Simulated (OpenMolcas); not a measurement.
Computed levels of 4s2 4p in ions with 31 electrons, in cm-1 above 2P* 1/2.

```yaml
Program: OpenMolcas
Method: SS-CASPT2, IPEA 0.25 Eh, imaginary shift 0.1 Eh
Basis: ANO-RCC-VQZP
Scalar_Hamiltonian: DKH2, point nucleus
Spin-orbit_coupling: RASSI with atomic mean-field integrals over the reference wave functions, term energies averaged over their components
```

Active space for each ion: 3 electrons in 4 orbitals (4s 4p); closed shells correlated by CASPT2: 3d.

```tsv
Level	Ga	Ge+	Se3+	Br4+	Kr5+
2P* 3/2	794	1631	3830	5380	7250
```

**Question.** Estimate 2P* 3/2 for As2+ from its neighbours Ge+ and Se3+.

**Answer.** 2P* 3/2 is fine structure, which grows about as the fourth power of a screened charge, so the fourth roots are averaged: ((1631^0.25 + 3830^0.25) / 2)^4 = 2557. The calculation gives 2560, so the estimate is off by -0.1 %; the measured value is 2940 (Moore, Atomic Energy Levels, vol. II, NSRDS-NBS 35 (1971 reprint of NBS Circular 467, 1952)).

Over all roots computed the reference weight is 0.91 to 0.96 in Ge+, 0.89 to 0.98 in As2+, 0.89 to 0.98 in Se3+, 0.90 to 0.99 in Br4+, 0.90 to 0.99 in Kr5+; the roots of lowest weight are the least certain, and an intruder state may touch them. Some high roots are left out of the spin-orbit mixing, which shifts the levels that they would mix with (holds for Ga; Ge+). Computed and measured levels are paired by configuration, term and J; levels that our copy of the source lacks, or whose pairing is in doubt (as where it misses far off the trend of its configuration), stay unpaired and out of the deviations. Levels of configurations outside the active space are missing.

* marks odd parity.
